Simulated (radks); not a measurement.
The numbers below are computed, except where a source is named.
Ionisation of the terbium ion Tb20+, [Kr] 4d9, to Tb21+, [Kr] 4d8, under several functionals. Scalar-relativistic Kohn-Sham, spin-polarised, spherical densities, finite nucleus; open shells are filled with parallel spins first (spin-orbit coupling, left out, can overturn this in heavy ions); a radial shooting solver on a logarithmic mesh with Libxc functionals. Known Delta-SCF values: BP86 655.65 eV; exchange-only PBE 653.49 eV; MS2 meta-GGA 655.70 eV. What does revPBE give, and what is its highest occupied eigenvalue?

Answer. 655.50 eV by Delta-SCF; the 4d eigenvalue is -636.52 eV. NIST: 651 eV (theoretical).
